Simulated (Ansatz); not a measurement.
`[OH][Sn][OH]` + HCl → `[OH][Sn][Cl]` + H₂O at 600 K and 1 bar (ligand exchange at the Sn–O bond).

Gas-phase electronic energies from Ansatz, PBE0-D4/def2-TZVP geometries. CCSD(T)/CBS is the MP2 limit (def2-TZVPP, def2-QZVPP) plus CCSD(T) − MP2 in def2-TZVPP, frozen cores. This one scheme is used for every species. def2 core potentials past Kr. For Sn outer-core shells are correlated without core-valence functions, which leaves a few kJ/mol of doubt a bond. Each species was taken in one conformer, which may not be the lowest.

```
       species  CCSD(T)/CBS energy (Eh)  H − E (kJ/mol)  S (J/(mol·K))
`[OH][Sn][OH]`               -365.64035           106.3          350.7
           HCl               -460.38127            35.4          207.2
`[OH][Sn][Cl]`               -749.66523            70.8          351.2
           H₂O                -76.37941            76.8          212.8
```

H − E and S are ideal-gas, rigid-rotor, harmonic terms from PBE0-D4/def2-TZVP, for one conformer and one mirror image of each species. 1 Eh = 2625.50 kJ/mol, R = 8.31446 J/(mol·K).

Problem. By hand: ΔE, ΔH, ΔS and ΔG.

Solution. ΔE = (-749.66523) + (-76.37941) − (-365.64035) − (-460.38127) = -0.02302 Eh = -60.4 kJ/mol. Δ(H − E) = 70.8 + 76.8 − 106.3 − 35.4 = 5.9, so ΔH = -54.5 kJ/mol. ΔS = 351.2 + 212.8 − 350.7 − 207.2 = 6.1 J/(mol·K). ΔG = -54.5 − 600 × (6.1)/1000 = -58.2 kJ/mol.

Problem. By hand: the equilibrium constant, and the temperature at which ΔG would vanish if ΔH and ΔS stayed fixed.

Solution. log₁₀ K = −ΔG/(RT ln 10) = 5.1. ΔH and −TΔS have one sign here, so there is no such temperature.

The number of gas molecules stays the same, so ΔS is small and ΔH decides. A doubt of 5 kJ/mol in ΔE shifts log₁₀ K by 0.4 here. Other conformers and mirror images would add mixing entropy, several J/(mol·K) or more a flexible species. These are equilibria of isolated gas molecules and say nothing of rates. Largest T1 diagnostic: 0.018 (customary marks: 0.02 for closed shells, 0.045 for open ones).

ΔS is within the doubt of such terms, so its sign, and with it that verdict, could turn.
